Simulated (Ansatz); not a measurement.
Geometry optimisation, Ansatz 0.2.0, RKS PBE-D4/def2-SVP.

Input file:

```yaml
crystal:
  periodic: [false, false, false]
  atoms:
    - { symbol: S, position_ang: [-1.9269, 0.613, 1.1981] }
    - { symbol: Si, position_ang: [0.0462, 0.4456, 0.5075] }
    - { symbol: Cl, position_ang: [1.5144, 0.5515, 1.956] }
    - { symbol: "N", position_ang: [0.2912, -1.044, -0.4765] }
    - { symbol: Al, position_ang: [0.5374, 0.3261, -1.7729] }
    - { symbol: H, position_ang: [-1.8765, -0.4768, 1.9891] }
    - { symbol: H, position_ang: [1.1777, -1.4685, -0.2555] }
    - { symbol: H, position_ang: [0.3287, 0.996, -3.2017] }
basis:
  gaussian: { orbitals: def2-SVP }
hamiltonian:
  xc: pbe
  dispersion: d4
relax:
  f_tol: 0.02
  max_steps: 50
```

Launched with:

```bash
$ ansatz run input.yaml --threads 2 --pin off --max-ram 3072MiB --backend cpu --events-out ev --progress --plain --runs-dir out
```

Q: Where does it end, and by what steps?

A: The forces met the threshold. The force dipped under the threshold on the way, but the program's further checks kept it going. After 25 steps the energy has fallen by 1.083 eV; H6 moved furthest, 0.97 Å.

```tsv
step	energy less start (eV)	largest force component (eV/Å)	accepted
0	0.0000	1.324	yes
1	-0.4234	1.101	yes
2	-0.6627	1.557	yes
3	-0.8915	0.818	yes
4	-1.0204	0.233	yes
5	-1.0274	0.194	yes
6	-1.0405	0.821	yes
7	-1.0679	0.248	yes
8	-1.0718	0.172	yes
9	-1.0770	0.125	yes
10	-1.0791	0.062	yes
11	-1.0783	0.188	no
12	-1.0804	0.037	yes
13	-1.0807	0.158	yes
14	-1.0804	0.145	no
15	-1.0820	0.019	yes
16	-1.0823	0.048	yes
17	-1.0824	0.081	yes
18	-1.0826	0.035	yes
19	-1.0830	0.030	yes
20	-1.0831	0.067	yes
21	-1.0832	0.056	yes
22	-1.0833	0.018	yes
23	-1.0833	0.008	yes
24	-1.0834	0.021	yes
25	-1.0834	0.008	yes
```

```xyz
8
Properties=species:S:1:pos:R:3
S -1.966 -0.181 1.343
Si -0.061 0.337 0.447
Cl 1.237 0.683 2.074
N 0.497 -0.851 -0.737
Al 0.495 0.631 -1.791
H -1.607 0.243 2.586
H 0.668 -1.861 -0.657
H 0.831 0.942 -3.320
```

Run time: 65 s on 2 threads of Arm Neoverse V1 (shared host), peak memory 0.18 GiB.
